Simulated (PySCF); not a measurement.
Electron correlation in B (boron, neutral)

[He] 2s2 3s1, 2S determinant (an excited configuration). Computed with PySCF 2.14 in aug-cc-pCVTZ-DK with one added diffuse shell each of s, p, d, f type (8s7p5d3f, 75 functions), with the spin-free X2C one-electron Hamiltonian (Gaussian nucleus). Frozen: nothing; 5 electrons correlated.

MP2 pair energies summed by pair of shells (mhartree):

```json
{"pair": "1s-1s", "energy": "-36.55", "share (%)": "43.1"}
{"pair": "2s-2s", "energy": "-36.41", "share (%)": "42.9"}
{"pair": "1s-2s", "energy": "-6.49", "share (%)": "7.6"}
{"pair": "2s-3s", "energy": "-5.18", "share (%)": "6.1"}
{"pair": "1s-3s", "energy": "-0.19", "share (%)": "0.2"}
```

Total MP2 correlation energy: -84.81 mhartree.

Same-spin part -3.48 and opposite-spin part -81.33 mhartree; SCS-MP2 scales them by 1/3 and 6/5 to -98.76 mhartree.
